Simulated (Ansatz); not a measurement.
C3H4F4O, SMILES `OC(F)(CF)C(F)F`, one more setting.

```yaml
crystal:
  periodic: [false, false, false]
  atoms:
    - {symbol: O, position_ang: [0.492227, 0.707530, 1.369670]}
    - {symbol: C, position_ang: [-0.238311, 0.143182, 0.368182]}
    - {symbol: F, position_ang: [-1.589684, 0.283112, 0.632209]}
    - {symbol: C, position_ang: [0.047608, 0.767119, -0.987991]}
    - {symbol: F, position_ang: [0.096813, 2.138417, -0.823571]}
    - {symbol: C, position_ang: [0.035012, -1.360228, 0.393538]}
    - {symbol: F, position_ang: [1.338167, -1.596599, 0.137468]}
    - {symbol: F, position_ang: [-0.691456, -1.963349, -0.573178]}
    - {symbol: H, position_ang: [0.542433, 1.657915, 1.208191]}
    - {symbol: H, position_ang: [1.016642, 0.429799, -1.360272]}
    - {symbol: H, position_ang: [-0.744517, 0.524691, -1.695921]}
    - {symbol: H, position_ang: [-0.227835, -1.786791, 1.365575]}
basis:
  gaussian: {orbitals: ANO-RCC-VTZP}
hamiltonian: {xc: {name: r2SCAN50}, dispersion: d3bjatm}
output: {forces: true}
```

```sh
$ ansatz run in.yaml --threads 8 --pin off --events-out ev --progress --plain --max-ram 18278MiB
```

Shortened log:

```
Functional definition: r2SCAN50
  name "r2SCAN50"
  cite "Bursch, Neugebauer, Ehlert & Grimme, J. Chem. Phys. 156, 134105 (2022) doi:10.1063/5.0086040"
  cite "Furness, Kaplan, Ning, Perdew & Sun, J. Phys. Chem. Lett. 11, 8208 (2020) doi:10.1021/acs.jpclett.0c02405"
  cite "Furness, Kaplan, Ning, Perdew & Sun, J. Phys. Chem. Lett. 11, 9248 (2020) doi:10.1021/acs.jpclett.0c03077"
  parent r2scan
  parameter a = 0.5
  parameter k0 = 0.174
  parameter k1 = 0.065
  parameter a1 = 4.9479
  exchange = (1 - a)*r2scan_x(k0 = k0, k1 = k1, a1 = a1) + a*exact_x
  correlation = r2scan_c
2272 factors; their error is unknown
mean field evaluation 1: about -16095.4265 eV, gradient 4.9e1 eV
mean field evaluation 2: about -16096.0826 eV, gradient 4.6e1 eV
mean field evaluation 4: about -16098.9529 eV, gradient 1.6e0 eV
mean field evaluation 8: about -16098.9597 eV, gradient 1.2e-1 eV
mean field evaluation 16: about -16099.0937 eV, gradient 5.1e-4 eV
mean field -16099.09373952 eV, -591.6307825695 hartree, gradient 1.9e-5 eV, S^2 0.000000; 0 other end points of the search recorded, 0 dependent functions left out
the calculation of the forces begins
reference -16099.09375445 eV, -591.6307831182 hartree; 33, 33 occupied and 263, 263 virtual orbitals, 2272 factors
Total energy: -16099.16953147 eV, -591.6335678726 hartree
Relativity: scalar
Atom 0 at     0.492227     0.707530     1.369670 Å, force    -0.377364     0.418548    -0.672281 eV/Å
Atom 1 at    -0.238311     0.143182     0.368182 Å, force    -0.231832     0.106675     0.224163 eV/Å
Atom 2 at    -1.589684     0.283112     0.632209 Å, force     0.893527    -0.100918    -0.152539 eV/Å
Atom 3 at     0.047608     0.767119    -0.987991 Å, force     0.002530     0.254176     0.014054 eV/Å
Atom 4 at     0.096813     2.138417    -0.823571 Å, force    -0.035093    -0.762342    -0.028607 eV/Å
Atom 5 at     0.035012    -1.360228     0.393538 Å, force     0.098362    -0.230631    -0.237283 eV/Å
Atom 6 at     1.338167    -1.596599     0.137468 Å, force    -0.879662     0.188635     0.104086 eV/Å
Atom 7 at    -0.691456    -1.963349    -0.573178 Å, force     0.517530     0.426505     0.583560 eV/Å
Atom 8 at     0.542433     1.657915     1.208191 Å, force    -0.036884    -0.699936     0.143774 eV/Å
Atom 9 at     1.016642     0.429799    -1.360272 Å, force    -0.325039     0.139548     0.149892 eV/Å
Atom 10 at    -0.744517     0.524691    -1.695921 Å, force     0.264960     0.104631     0.263207 eV/Å
Atom 11 at    -0.227835    -1.786791     1.365575 Å, force     0.108966     0.155109    -0.392025 eV/Å
Dipole moment:     0.120016     0.058720    -0.070738 e Å
```

Hardware: 8 threads of an Arm Neoverse V1 on a shared host. Wall time 15 s, peak host memory 1.7 GiB.
